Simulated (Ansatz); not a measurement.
Geometry optimisation, RHF/def2-SVP in Ansatz 0.2.0.

The input (input.yaml):

```yaml
crystal:
  periodic: [false, false, false]
  atoms:
    - { symbol: Ga, position_ang: [0.0, 0.0, 0.0] }
    - { symbol: O, position_ang: [0.0, 0.0, 1.79] }
    - { symbol: H, position_ang: [-0.9095, -0.2814, 2.1271] }
    - { symbol: H, position_ang: [1.3596, 0.0, -0.785] }
    - { symbol: Cl, position_ang: [-1.9398, 0.0, -1.12] }
basis:
  gaussian: { orbitals: def2-SVP }
hamiltonian:
  xc: hf
relax:
  f_tol: 0.02
  max_steps: 40
```

Run as:

```bash
$ ansatz run input.yaml --threads 1 --pin off --max-ram 2048MiB --backend cpu --events-out ev --progress --plain --runs-dir out
```

Where does it end, and by what steps?

It converged. After 6 steps the energy has fallen by 0.238 eV; O2 moved furthest, 0.15 Å.

| step | energy less start (eV) | largest force component (eV/Å) | accepted |
| --- | --- | --- | --- |
| 0 | 0.0000 | 3.295 | yes |
| 1 | -0.0472 | 3.447 | yes |
| 2 | -0.1716 | 1.744 | yes |
| 3 | -0.1820 | 1.292 | yes |
| 4 | -0.2357 | 0.170 | yes |
| 5 | -0.2376 | 0.027 | yes |
| 6 | -0.2377 | 0.003 | yes |

```xyz
5
Properties=species:S:1:pos:R:3
Ga 0.011 -0.025 -0.030
O -0.069 -0.120 1.726
H -0.902 -0.167 2.169
H 1.356 0.053 -0.788
Cl -1.887 -0.022 -1.064
```

The run took 21 s on 1 thread of Intel(R) Xeon(R) Platinum 8259CL CPU @ 2.50GHz (Skylake/Cascade Lake), on a shared host, peak memory 0.15 GiB.
